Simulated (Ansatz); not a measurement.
`[SH][Ge][Cl]`, one more setting.

```yaml
crystal:
  periodic: [false, false, false]
  atoms:
    - {symbol: S, position_ang: [-0.385480, 1.212984, -0.694409]}
    - {symbol: Ge, position_ang: [-1.012794, -0.895599, -0.279273]}
    - {symbol: Cl, position_ang: [0.689517, -1.536003, 0.954535]}
    - {symbol: H, position_ang: [0.764358, 1.158318, -0.001253]}
basis:
  gaussian: {orbitals: cc-pVTZ-DK}
hamiltonian: {xc: {name: HF}}
correlation: {method: ccsd}
```

```sh
$ ansatz run in.yaml --threads 4 --pin off --events-out ev --progress --plain --max-ram 10444MiB
```

It prints (some lines left out):

```
Functional definition: HF
  name "HF"
  cite "Fock, Z. Phys. 61, 126 (1930) doi:10.1007/BF01340294"
  parent pbe
  exchange = exact_x
  correlation = 0
764 factors; integrals over basis functions are off by at most 7.4e-4 eV
mean field evaluation 1: about -80471.4452 eV, gradient 1.8e1 eV
mean field evaluation 2: about -80471.5372 eV, gradient 1.8e1 eV
mean field evaluation 4: about -80472.7786 eV, gradient 2.2e0 eV
mean field evaluation 8: about -80472.8171 eV, gradient 2.4e-1 eV
mean field -80472.81771995 eV, -2957.3215047733 hartree, gradient 8.6e-6 eV, S^2 0.000000; 0 other end points of the search recorded, 0 dependent functions left out
19 core orbitals not correlated: weight in the atoms' cores, before any rotation towards them, 1.000 or more for the frozen orbitals, at most 0.000 for the correlated occupied ones
reference -80472.81771995 eV, -2957.3215047733 hartree; 14, 14 occupied and 92, 92 virtual orbitals, 764 factors
second order -14.51775666 eV of doubles, -0.00000000 eV of singles
cycle   1  -15.01625159 eV  change   -5.0e-1 eV  update   9.7e-2
cycle   2  -15.43391756 eV  change   -4.2e-1 eV  update   2.9e-2
cycle   3  -15.51126266 eV  change   -7.7e-2 eV  update   1.7e-2
cycle   4  -15.49929167 eV  change    1.2e-2 eV  update   5.0e-3
cycle   5  -15.49782746 eV  change    1.5e-3 eV  update   2.5e-3
cycle   6  -15.49768836 eV  change    1.4e-4 eV  update   9.0e-4
cycle   7  -15.49767831 eV  change    1.0e-5 eV  update   3.0e-4
cycle   8  -15.49779424 eV  change   -1.2e-4 eV  update   1.1e-4
cycle   9  -15.49778003 eV  change    1.4e-5 eV  update   3.9e-5
cycle  10  -15.49776200 eV  change    1.8e-5 eV  update   1.7e-5
Total energy: -80488.31548196 eV, -2957.8910370221 hartree
Relativity: scalar
```

It took 3 s on 4 threads of an Arm Neoverse V2 on a shared host, with 0.54 GiB of host memory at the peak.
